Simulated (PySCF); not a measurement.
sec-butyl acetate, C6H12O2.
Atom-mapped SMILES: `[CH3:1][CH2:2][C@@H:3]([CH3:4])[O:5][C:6]([CH3:7])=[O:8]` (hydrogens: H9, H10, H11 on C1; H12, H13 on C2; H14 on C3; H15, H16, H17 on C4; H18, H19, H20 on C7)

Method: PBE0-D3(BJ)/def2-SVP geometry optimisation, gas phase (PySCF 2.14.0); density fitting, grid level 2; the optimiser is geomeTRIC in internal coordinates, started from a GFN2-xTB structure.

Step 0: E = -10493.3405 eV
```
atom  x, y, z in Å  |  force x, y, z in eV/Å
C1     -1.8883    1.5674    0.1294   -0.071  -0.611  -0.257
C2     -1.8409    0.1082   -0.3071    0.748   0.466   0.498
C3     -0.5950   -0.6065    0.2120   -0.356  -0.372  -0.364
C4     -0.6022   -2.0961   -0.1158    0.219   0.745   0.181
O5      0.5426    0.0166   -0.4068   -0.346  -0.010  -0.045
C6      1.6993   -0.0039    0.2554    0.432   0.161  -0.001
C7      2.7735    0.7039   -0.5320   -0.341  -0.314   0.393
O8      1.8564   -0.5123    1.3342   -0.086  -0.055   0.026
H9     -1.0160    2.0991   -0.2421    0.342   0.263  -0.128
H10    -2.7804    2.0510   -0.2605   -0.344   0.290  -0.115
H11    -1.9003    1.6419    1.2146   -0.015   0.100   0.459
H12    -2.7194   -0.4202    0.0654   -0.278  -0.246   0.061
H13    -1.8417    0.0511   -1.3967   -0.076  -0.134  -0.391
H14    -0.5021   -0.4724    1.2977    0.034   0.029   0.132
H15    -1.4599   -2.5735    0.3491   -0.364  -0.239   0.187
H16     0.3044   -2.5625    0.2623    0.316  -0.226   0.152
H17    -0.6539   -2.2410   -1.1925   -0.045  -0.092  -0.440
H18     2.4810    1.7385   -0.6930   -0.111   0.407  -0.125
H19     2.8819    0.2269   -1.5025    0.042  -0.134  -0.422
H20     3.7123    0.6643    0.0112    0.301  -0.029   0.198
```

Step 1: E = -10493.3848 eV
```
atom  x, y, z in Å  |  force x, y, z in eV/Å
C1     -1.8831    1.5774    0.1147    0.016   0.084   0.049
C2     -1.8392    0.1145   -0.2834   -0.089  -0.120  -0.097
C3     -0.6054   -0.6150    0.2136    0.064   0.108   0.079
C4     -0.5837   -2.0901   -0.1217   -0.056  -0.101  -0.021
O5      0.5218    0.0356   -0.3972    0.106   0.008  -0.001
C6      1.6961   -0.0146    0.2500   -0.185  -0.066   0.031
C7      2.7630    0.7040   -0.5182    0.076   0.057  -0.076
O8      1.8493   -0.5715    1.3057    0.051   0.017   0.003
H9     -1.0019    2.1134   -0.2707   -0.029  -0.018   0.010
H10    -2.7812    2.0769   -0.2800    0.018  -0.021   0.009
H11    -1.8910    1.6910    1.2116    0.003   0.007  -0.035
H12    -2.7250   -0.4171    0.1075    0.052   0.031  -0.019
H13    -1.8780    0.0156   -1.3840   -0.011   0.003   0.061
H14    -0.5033   -0.4886    1.3058   -0.012  -0.018  -0.038
H15    -1.4492   -2.5960    0.3351    0.038   0.014  -0.023
H16     0.3298   -2.5620    0.2680   -0.021   0.026  -0.003
H17    -0.6287   -2.2441   -1.2118    0.000   0.015   0.028
H18     2.4642    1.7482   -0.6963    0.001  -0.036   0.013
H19     2.8903    0.2324   -1.5050   -0.005   0.015   0.036
H20     3.7066    0.6704    0.0384   -0.020  -0.004  -0.007
```

Q: Estimate the geometry and energy of step 2. (The exact step hangs on the optimiser's Hessian estimate; all steps are aligned on step 1, rigid shifts and turns removed.)

A: E = -10493.3858 eV, largest force 0.068 eV/Å
```
atom  x, y, z in Å  |  force x, y, z in eV/Å
C1     -1.8841    1.5781    0.1147    0.001   0.013   0.006
C2     -1.8386    0.1135   -0.2844    0.000  -0.015  -0.012
C3     -0.6028   -0.6133    0.2142    0.009   0.031   0.011
C4     -0.5861   -2.0895   -0.1239   -0.007  -0.023  -0.008
O5      0.5279    0.0341   -0.3943   -0.005  -0.044   0.052
C6      1.6989   -0.0170    0.2562   -0.037   0.022  -0.033
C7      2.7630    0.7030   -0.5190    0.054   0.007   0.001
O8      1.8575   -0.5684    1.3139   -0.023   0.010  -0.031
H9     -1.0061    2.1152   -0.2735   -0.001  -0.002  -0.004
H10    -2.7841    2.0738   -0.2781   -0.002  -0.001   0.000
H11    -1.8894    1.6939    1.2105    0.002  -0.004  -0.004
H12    -2.7213   -0.4186    0.1078    0.006   0.004   0.006
H13    -1.8799    0.0140   -1.3830    0.000   0.003   0.006
H14    -0.5033   -0.4894    1.3057   -0.004  -0.005  -0.002
H15    -1.4522   -2.5948    0.3292    0.003   0.004  -0.001
H16     0.3256   -2.5621    0.2668    0.004  -0.001   0.000
H17    -0.6292   -2.2394   -1.2138    0.004   0.005   0.002
H18     2.4596    1.7446   -0.6981   -0.004  -0.003   0.006
H19     2.8885    0.2293   -1.5037   -0.002  -0.001   0.004
H20     3.7075    0.6736    0.0350    0.004   0.000   0.000
```

The energy changes by -0.0010 eV. The first-order estimate −F·Δx gives -0.0023 eV and the mean of the old and new forces, exact on a quadratic surface, -0.0010 eV. The step makes an angle of 75° with the force vector and moves no atom by more than 0.012 Å.

What follows is the cost of the whole optimisation. Time: 70 s; peak memory 0.80 GiB. Hardware: an Arm Neoverse V1 with one thread, no GPU, shared host with 32 logical CPUs at a one-minute load of 17.
